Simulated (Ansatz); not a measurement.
**Nudged elastic band run: BClF₂H₄Si**

Input file:

```yaml
crystal:
  periodic: [false, false, false]
  atoms:
    - { symbol: B, position_ang: [0.073574, 0.668262, -0.239334] }
    - { symbol: F, position_ang: [-0.561216, 1.385029, 0.661527] }
    - { symbol: Cl, position_ang: [1.764314, 0.977039, -0.592503] }
    - { symbol: F, position_ang: [-0.576306, -0.277981, -0.88741] }
    - { symbol: Si, position_ang: [0.44049, -2.700311, 1.219239] }
    - { symbol: H, position_ang: [-0.910684, -3.172317, 0.824029] }
    - { symbol: H, position_ang: [1.342442, -2.707791, 0.040597] }
    - { symbol: H, position_ang: [0.993407, -3.57999, 2.281108] }
    - { symbol: H, position_ang: [0.338579, -1.31364, 1.750148] }
basis:
  gaussian: { orbitals: "6-31G*" }
hamiltonian:
  xc: b3lyp
  dispersion: d4
neb:
  order_check: false
  images: 7
  f_tol: 0.05
  max_iterations: 50
  final_atoms:
    - { symbol: B, position_ang: [0.05526758, -0.66088641, -0.27595063] }
    - { symbol: F, position_ang: [0.68053476, 0.40244662, 1.98747957] }
    - { symbol: Cl, position_ang: [1.0617724, 0.07963927, -1.52745559] }
    - { symbol: F, position_ang: [-1.07253448, -0.01352832, 0.03320036] }
    - { symbol: Si, position_ang: [0.51780642, -2.4389197, 0.57879309] }
    - { symbol: H, position_ang: [0.3051739, -3.53468113, -0.40846034] }
    - { symbol: H, position_ang: [1.94219422, -2.45047968, 0.9962828] }
    - { symbol: H, position_ang: [-0.34945203, -2.69559273, 1.75989279] }
    - { symbol: H, position_ang: [-0.23616277, 0.59030208, 1.91361896] }
  initial_path:
    images:
      - { positions_ang: [[0.073574, 0.668262, -0.239334], [-0.561216, 1.385029, 0.661527], [1.764314, 0.977039, -0.592503], [-0.576306, -0.277981, -0.88741], [0.44049, -2.700311, 1.219239], [-0.910684, -3.172317, 0.824029], [1.342442, -2.707791, 0.040597], [0.993407, -3.57999, 2.281108], [0.338579, -1.31364, 1.750148]] }
      - { positions_ang: [[0.06276573, 0.50072053, -0.18456893], [-0.41759173, 1.04433177, 0.9085114], [1.73578954, 0.7207148, -0.67767695], [-0.70865828, -0.20550886, -0.83860351], [0.44369784, -2.54592363, 1.09536619], [-0.80159843, -3.13462743, 0.64288326], [1.46270732, -2.64423007, 0.12586071], [0.81652227, -3.21636189, 2.25420147], [0.31096574, -1.24081521, 1.73142735]] }
      - { positions_ang: [[0.05195746, 0.33317905, -0.12980385], [-0.27396746, 0.70363454, 1.1554958], [1.70726507, 0.46439059, -0.7628509], [-0.84101057, -0.13303671, -0.78979701], [0.44690569, -2.39153627, 0.97149338], [-0.69251286, -3.09693786, 0.46173752], [1.58297264, -2.58066915, 0.21112442], [0.63963754, -2.85273378, 2.22729494], [0.28335248, -1.16799041, 1.71270669]] }
      - { positions_ang: [[0.0411492, 0.16563758, -0.07503878], [-0.13034319, 0.3629373, 1.40248021], [1.67874061, 0.20806639, -0.84802485], [-0.97336285, -0.06056457, -0.74099052], [0.45011353, -2.2371489, 0.84762057], [-0.5834273, -3.05924829, 0.28059178], [1.70323796, -2.51710822, 0.29638813], [0.46275282, -2.48910567, 2.20038841], [0.25573922, -1.09516562, 1.69398604]] }
      - { positions_ang: [[0.03034093, -0.0019039, -0.0202737], [0.01328109, 0.02224007, 1.64946461], [1.65021614, -0.04825781, -0.9331988], [-1.10571513, 0.01190758, -0.69218402], [0.45332137, -2.08276154, 0.72374776], [-0.47434173, -3.02155872, 0.09944605], [1.82350328, -2.45354729, 0.38165184], [0.28586809, -2.12547757, 2.17348189], [0.22812596, -1.02234083, 1.67526539]] }
      - { positions_ang: [[0.03657259, -0.16664953, -0.08419293], [0.1800945, 0.11729171, 1.73396835], [1.50310521, -0.01628354, -1.081763], [-1.09741997, 0.00554861, -0.51083793], [0.46944263, -2.17180108, 0.68750909], [-0.27946282, -3.14983932, -0.02753055], [1.85317602, -2.45278039, 0.53530958], [0.12703806, -2.26800636, 2.07008461], [0.11205378, -0.6191801, 1.73485378]] }
      - { positions_ang: [[0.04280426, -0.33139516, -0.14811217], [0.34690792, 0.21234335, 1.81847209], [1.35599427, 0.01569073, -1.2303272], [-1.08912481, -0.00081037, -0.32949183], [0.48556389, -2.26084062, 0.65127043], [-0.08458391, -3.27811993, -0.15450715], [1.88284875, -2.45201349, 0.68896732], [-0.03179197, -2.41053515, 1.96668734], [-0.0040184, -0.21601937, 1.79444217]] }
      - { positions_ang: [[0.04903592, -0.49614078, -0.2120314], [0.51372134, 0.30739498, 1.90297583], [1.20888334, 0.047665, -1.3788914], [-1.08082965, -0.00716934, -0.14814574], [0.50168516, -2.34988016, 0.61503176], [0.11029499, -3.40640053, -0.28148374], [1.91252149, -2.45124658, 0.84262506], [-0.190622, -2.55306394, 1.86329006], [-0.12009059, 0.18714136, 1.85403056]] }
      - { positions_ang: [[0.05526758, -0.66088641, -0.27595063], [0.68053476, 0.40244662, 1.98747957], [1.0617724, 0.07963927, -1.52745559], [-1.07253448, -0.01352832, 0.03320036], [0.51780642, -2.4389197, 0.57879309], [0.3051739, -3.53468113, -0.40846034], [1.94219422, -2.45047968, 0.9962828], [-0.34945203, -2.69559273, 1.75989279], [-0.23616277, 0.59030208, 1.91361896]] }
```

Command:

```bash
$ ansatz run input.yaml --threads 2 --pin off --max-ram 3072MiB --backend cpu --events-out ev --progress --plain --runs-dir out
```

Output, in part (warnings, iteration lines, the closing report on the highest movable image, with atoms numbered from 0):

```
NEB end point (image 0): max|allowed force component| = 1.582e-2 eV/Å (the criterion of neb.relax_end_points is 1.000e-2)
NEB end point (image 8): max|allowed force component| = 1.366e-2 eV/Å (the criterion of neb.relax_end_points is 1.000e-2)
NEB iter   1: max|band force component| = 8.641e1 eV/Å  barrier→ = 15.8997 eV  barrier← = 13.9940 eV  Δτ_max = 0.2000 Å  (227 SCF iters)
NEB iter   2: max|band force component| = 2.353e1 eV/Å  barrier→ = 5.1065 eV  barrier← = 3.2008 eV  Δτ_max = 0.2000 Å  (222 SCF iters)
NEB iter   3: max|band force component| = 1.458e1 eV/Å  barrier→ = 3.4167 eV  barrier← = 1.5110 eV  Δτ_max = 0.2000 Å  (215 SCF iters)
NEB iter   4: max|band force component| = 5.942e0 eV/Å  barrier→ = 3.0767 eV  barrier← = 1.1709 eV  Δτ_max = 0.1988 Å  (202 SCF iters)
NEB iter   5: max|band force component| = 2.358e0 eV/Å  barrier→ = 3.0635 eV  barrier← = 1.1578 eV  Δτ_max = 0.1656 Å  (198 SCF iters)
NEB iter   6: max|band force component| = 9.001e-1 eV/Å  barrier→ = 3.0459 eV  barrier← = 1.1402 eV  Δτ_max = 0.1529 Å  (193 SCF iters)
NEB iter   7: max|band force component| = 7.027e-1 eV/Å  barrier→ = 3.0072 eV  barrier← = 1.1015 eV  Δτ_max = 0.1264 Å  (191 SCF iters)
NEB iter   8: max|band force component| = 8.161e-1 eV/Å  barrier→ = 2.9260 eV  barrier← = 1.0203 eV  Δτ_max = 0.0634 Å  (190 SCF iters)
NEB iter   9: max|band force component| = 5.742e-1 eV/Å  barrier→ = 2.8799 eV  barrier← = 0.9742 eV  Δτ_max = 0.0635 Å  (187 SCF iters)
NEB iter  10: max|band force component| = 1.029e0 eV/Å  barrier→ = 2.9184 eV  barrier← = 1.0127 eV  Δτ_max = 0.0318 Å  (186 SCF iters)
NEB iter  11: max|band force component| = 4.235e-1 eV/Å  barrier→ = 2.9458 eV  barrier← = 1.0401 eV  CI = image 4  Δτ_max = 0.0317 Å  (187 SCF iters)
NEB iter  12: max|band force component| = 5.163e-1 eV/Å  barrier→ = 2.9490 eV  barrier← = 1.0433 eV  CI = image 4  Δτ_max = 0.0159 Å  (182 SCF iters)
NEB iter  13: max|band force component| = 3.322e-1 eV/Å  barrier→ = 2.9453 eV  barrier← = 1.0396 eV  CI = image 4  Δτ_max = 0.0318 Å  (171 SCF iters)
NEB iter  14: max|band force component| = 7.022e-1 eV/Å  barrier→ = 2.9374 eV  barrier← = 1.0317 eV  CI = image 4  Δτ_max = 0.0159 Å  (170 SCF iters)
NEB iter  15: max|band force component| = 3.341e-1 eV/Å  barrier→ = 2.9349 eV  barrier← = 1.0291 eV  CI = image 4  Δτ_max = 0.0159 Å  (164 SCF iters)
NEB iter  16: max|band force component| = 1.741e-1 eV/Å  barrier→ = 2.9334 eV  barrier← = 1.0277 eV  CI = image 4  Δτ_max = 0.0317 Å  (166 SCF iters)
NEB iter  17: max|band force component| = 2.765e-1 eV/Å  barrier→ = 2.9331 eV  barrier← = 1.0274 eV  CI = image 4  Δτ_max = 0.0159 Å  (170 SCF iters)
NEB iter  18: max|band force component| = 1.580e-1 eV/Å  barrier→ = 2.9340 eV  barrier← = 1.0283 eV  CI = image 4  Δτ_max = 0.0159 Å  (167 SCF iters)
NEB iter  19: max|band force component| = 1.783e-1 eV/Å  barrier→ = 2.9337 eV  barrier← = 1.0280 eV  CI = image 4  Δτ_max = 0.0080 Å  (161 SCF iters)
NEB iter  20: max|band force component| = 9.902e-2 eV/Å  barrier→ = 2.9334 eV  barrier← = 1.0277 eV  CI = image 4  Δτ_max = 0.0079 Å  (162 SCF iters)
NEB iter  21: max|band force component| = 3.328e-2 eV/Å  barrier→ = 2.9332 eV  barrier← = 1.0275 eV  CI = image 4  Δτ_max = 0.0000 Å  (343 SCF iters)
Total energy: -26576.70659268 eV, -976.6759529422 hartree
Atom 0 at     0.147750    -0.242813     0.027499 Å, force    -0.006056     0.015695    -0.000347 eV/Å
Atom 1 at    -0.058830     0.533957     1.455933 Å, force     0.007168    -0.008928    -0.004962 eV/Å
Atom 2 at     1.615939     0.401490    -0.772349 Å, force    -0.006318    -0.005529     0.003554 eV/Å
Atom 3 at    -1.012627    -0.178584    -0.627864 Å, force     0.001855    -0.002433     0.007123 eV/Å
Atom 4 at     0.469434    -2.305007     0.784062 Å, force     0.003356    -0.010887     0.008338 eV/Å
Atom 5 at    -0.628690    -3.074164     0.152598 Å, force     0.002154    -0.000261    -0.005656 eV/Å
Atom 6 at     1.799001    -2.713362     0.279274 Å, force     0.001788     0.000792     0.002422 eV/Å
Atom 7 at     0.428189    -2.566756     2.256394 Å, force    -0.004312    -0.001562    -0.002925 eV/Å
Atom 8 at     0.144434    -0.576462     1.501854 Å, force     0.000365     0.013113    -0.007549 eV/Å
Dipole moment:    -0.025033    -0.376209     0.320452 e Å
```

The forces met the threshold. Neighbouring images differ by up to 2.2 eV, so the band resolves the path poorly. A vibrational analysis at the climbing image gives 2 clearly imaginary modes (1143i, 83i cm⁻¹): a point of higher order, so a lower path passes nearby. The orbitals stay closed-shell, which can raise the energy where a bond breaks towards radicals; this wasn't checked here.

Final band (atoms are numbered from 1 in the order of the input):

```csv
image,path coordinate (Å),energy (kJ/mol),B1–F2 (Å),Si5–H9 (Å),B1–Si5 (Å)
0,0.00,0.0,1.31,1.49,3.69
1,0.83,1.3,1.31,1.49,3.69
2,1.66,8.2,1.32,1.48,3.40
3,2.50,66.3,1.34,1.50,2.79
4,3.33,283.0,1.64,1.90,2.22
5,4.23,204.7,2.20,2.50,2.05
6,5.12,193.2,2.49,2.93,2.03
7,6.02,187.3,2.52,3.21,2.03
8,6.91,183.9,2.58,3.40,2.03
```

Run time: 7.8 min on 2 threads of Intel(R) Xeon(R) Platinum 8175M CPU @ 2.50GHz (Skylake/Cascade Lake) (shared host), peak memory 0.21 GiB.
